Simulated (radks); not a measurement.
Radial electron density D(r) = 4 pi r^2 rho(r) of an atom or ion with 14 electrons. Method: scalar-relativistic Kohn-Sham, PBE, spin-polarised, spherical densities, point nucleus; computed with a radial shooting solver on a logarithmic mesh with Libxc functionals.

r (bohr)  D(r) (e/bohr)   spin D(r)
0.001572         0.7624  -0.0000405
0.001967          1.149  -0.0000577
0.002442          1.697  -0.0000780
0.003055          2.522  -0.0000985
0.003821          3.711   -0.000105
0.004781          5.395  -0.0000580
0.005934          7.626    0.000124
0.007423          10.72    0.000666
0.009287          14.70     0.00204
0.01153           19.40     0.00513
0.01442           24.94      0.0122
0.01804           30.65      0.0275
0.02257           35.64      0.0589
0.02801           38.73       0.117
0.03505           39.24       0.228
0.04384           36.95       0.416
0.05441           33.41       0.692
0.06808           31.10        1.07
0.08517           32.81        1.45
0.1066            38.47        1.64
0.1322            43.71        1.42
0.1654            42.95       0.735
0.207             33.57      0.0502
0.2569            21.04       0.263
0.3214            12.44        1.91
0.4021            10.64        4.08
0.503             10.26        4.77
0.6243            7.085        3.39
0.781             2.865        1.39
0.9771           0.6187       0.307
1.213           0.06920      0.0358
1.517          0.002901     0.00159

What is the nuclear charge?

Answer. Z = 32. The innermost maximum, from 1s, lies near gamma/Z bohr with gamma = sqrt(1 - (Z/c)^2) = 0.972, here 0.0304 bohr (found: 0.0326), and its height grows with Z. The density is that of the germanium ion Ge18+ in [Ne] 3s2 3p2; the configuration itself is not fixed sharply by these data, and Z only to about a unit. D(r) has 3 maxima, at r = 0.0326, 0.146, 0.439 bohr, and minima at 0.0703, 0.396 bohr, inside which lie 2.10, 10.67 electrons.
